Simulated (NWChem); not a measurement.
System meant: MgSiH4O; SMILES [OH][Mg][SiH3]

NWChem input:

```
start job
memory heap 200 mb stack 900 mb global 1100 mb
geometry units angstroms noautoz
  Mg    -0.019272     0.754464    -0.032313
  O      0.026164     2.542802     0.038498
  H     -0.171041     3.431117    -0.277310
  Si     0.001289    -1.810998     0.004675
  H      0.428228    -2.406471    -1.317642
  H     -1.357995    -2.398168     0.309355
  H      0.944776    -2.373410     1.043078
end
basis spherical
  * library def2-svp
end
dft
  xc xpbe96 cpbe96
  iterations 4
  mulliken
end
task dft energy
```

End of the output:

```
    Atom       Charge   Shell Charges
 -----------   ------   -------------------------------------------------------
    1 Mg  12    11.89   2.00  1.94  0.50  0.20  5.83  0.60  0.39  0.42
    2 O    8     8.20   1.97  0.86  0.59  2.69  2.06  0.01
    3 H    1     0.90   0.55  0.17  0.18
    4 Si  14    13.84   2.00  1.94  0.69  0.37  5.82  1.34  1.55  0.14
    5 H    1     1.06   0.62  0.41  0.02
    6 H    1     1.06   0.62  0.41  0.02
    7 H    1     1.06   0.62  0.41  0.03

 center of mass
 --------------
 x =   0.00675344 y =  -0.09886255 z =   0.00000513

 moments of inertia (a.u.)
 ------------------
         859.506237798663           0.000000000000          -0.000000000000
           0.000000000000          21.641697331794          -0.000000000000
          -0.000000000000          -0.000000000000         860.136582988695

     Multipole analysis of the density
     ---------------------------------

     L   x y z        total         alpha         beta         nuclear
     -   - - -        -----         -----         ----         -------
     0   0 0 0     -0.000000    -19.000000    -19.000000     38.000000

     1   1 0 0     -0.286501     -0.143251     -0.143251      0.000000
     1   0 1 0     -0.467721     -0.233861     -0.233861     -0.000000
     1   0 0 1      0.000952      0.000476      0.000476     -0.000000

     2   2 0 0    -22.927821    -16.924676    -16.924676     10.921531
     2   1 1 0      1.871394     -0.092161     -0.092161      2.055715
     2   1 0 1      0.001043      0.000076      0.000076      0.000891
     2   0 2 0    -27.050764   -251.751105   -251.751105    476.451446
     2   0 1 1     -0.003459      0.000157      0.000157     -0.003773
     2   0 0 2    -23.178865    -16.801483    -16.801483     10.424101

 ------------------------------------------------------------------------
 dft energy failed                                                                                  0
 ------------------------------------------------------------------------
 ------------------------------------------------------------------------
  current input line :
    20: task dft energy
 ------------------------------------------------------------------------
 ------------------------------------------------------------------------
 This type of error is most commonly associated with calculations not reaching convergence criteria
 ------------------------------------------------------------------------
 For more information see the NWChem manual at https://nwchemgit.github.io

0:dft energy failed:Received an Error in Communication
```

Question: Find the fault in this run and fix the input.

Answer: Convergence was not reached. Cause: the SCF was allowed too few iterations. This input runs:
```
start job
memory heap 200 mb stack 900 mb global 1100 mb
geometry units angstroms noautoz
  Mg    -0.019272     0.754464    -0.032313
  O      0.026164     2.542802     0.038498
  H     -0.171041     3.431117    -0.277310
  Si     0.001289    -1.810998     0.004675
  H      0.428228    -2.406471    -1.317642
  H     -1.357995    -2.398168     0.309355
  H      0.944776    -2.373410     1.043078
end
basis spherical
  * library def2-svp
end
dft
  xc xpbe96 cpbe96
  iterations 150
  mulliken
end
task dft energy
```
It converges to -566.64536 Ha (PBE/def2-SVP).
